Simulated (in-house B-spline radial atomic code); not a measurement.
Results of a calculation; reference values are marked as such.
B ion on As atom: potential, deflection and energy transfer

The pair potential comes from two frozen, spherical free-atom densities (PBE, B-spline radial code, scalar-relativistic past argon): electrostatics plus the change in Thomas-Fermi kinetic and Dirac exchange energy where they overlap, the recipe behind the universal ZBL potential, which averages such potentials (from solid-state densities) over many pairs. It is written V = (Z1 Z2 e²/r) φ(r/a), with e² = 14.3996 eV·Å and a = 0.46850 Å/(Z1^0.23 + Z2^0.23); ZBL's fit is φ = 0.18175 e^(−3.1998x) + 0.50986 e^(−0.94229x) + 0.28022 e^(−0.4029x) + 0.02817 e^(−0.20162x). Where φ falls below 4e-4 it is continued as an exponential.

Masses 10.81 and 74.92 u.

```json
{"x = r/a": "0.1", "φ, this pair": "0.889", "φ, ZBL": "0.8928"}
{"x = r/a": "0.5", "φ, this pair": "0.6182", "φ, ZBL": "0.6096"}
{"x = r/a": "1.5", "φ, this pair": "0.3089", "φ, ZBL": "0.2995"}
{"x = r/a": "3", "φ, this pair": "0.1331", "φ, ZBL": "0.1292"}
{"x = r/a": "5", "φ, this pair": "0.05364", "φ, ZBL": "0.05224"}
{"x = r/a": "8", "φ, this pair": "0.01949", "φ, ZBL": "0.01705"}
{"x = r/a": "12", "φ, this pair": "0.00509", "φ, ZBL": "0.00474"}
{"x = r/a": "17", "φ, this pair": "0.0009713", "φ, ZBL": "0.001212"}
```

(1) At x = 4 the electrostatic, kinetic and exchange parts are 127.5, 289.04 and -33.9 eV. Find r, V and φ.

(2) The ion comes in at 21.37 keV with impact parameter 0.2544 Å. The scattering integral gives a centre-of-mass angle of 10.14° and a closest approach of 2.11 a. What are the reduced energy, the energy passed on and the laboratory angles?

Answers

(1) a = 0.46850/(1.4480 + 2.2349) = 0.12721 Å, so r = 0.50884 Å. V = 127.5 + 289.04 + (-33.9) = 382.64 eV. The bare repulsion is 5 × 33 × 14.3996/0.50884 = 4669.3 eV, so φ = 0.0819, +2.1 % against ZBL's 0.0803. The kinetic (Pauli) term is 76 % of V here.

(2) ε = E a M2/(Z1 Z2 e² (M1 + M2)) = 21370 × 4.6790e-05 = 1. The most that one collision can pass on is γE with γ = 4 M1 M2/(M1 + M2)² = 0.4408. Here T = γE sin²(θ/2) = 0.4408 × 21370 × 0.007807 = 73.55 eV. The ion turns by arctan(sin θ/(cos θ + M1/M2)) = 8.9°, and the struck atom leaves at (180° − θ)/2 = 84.9°. The closest approach is 0.268 Å. With ZBL the angle would be 9.88° and T = 69.83 eV.
